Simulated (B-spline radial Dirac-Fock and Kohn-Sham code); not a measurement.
**Muonic isotope shifts in helium**

Model: the Dirac equation of a negative muon with reduced mass in the field of a spherical finite nucleus, with the Uehling potential to all orders; nuclear polarisation, deformation, hyperfine structure, self-energy, higher-order vacuum polarisation, relativistic recoil and electron screening are left out. Program: a radial B-spline solver. Nuclear charge: Gaussian distribution; radii from Angeli and Marinova (2013). Reference ⁶He, radius 2.066 fm: 2p3/2 → 1s1/2 8.299 keV, 3d5/2 → 2p3/2 1.534 keV.

```
A  radius (fm)  δ⟨r²⟩ (fm²)  shift 2p3/2 → 1s (keV)  shift 3d5/2 → 2p3/2 (keV)
3       1.9661       -0.403                   -0.15                      -0.03
4       1.6755       -1.461                   -0.08                      -0.01
8       1.9239       -0.567                   +0.04                      +0.01
```

Values without a named source are computed, but for edge energies of neutral atoms, which are taken from tables.
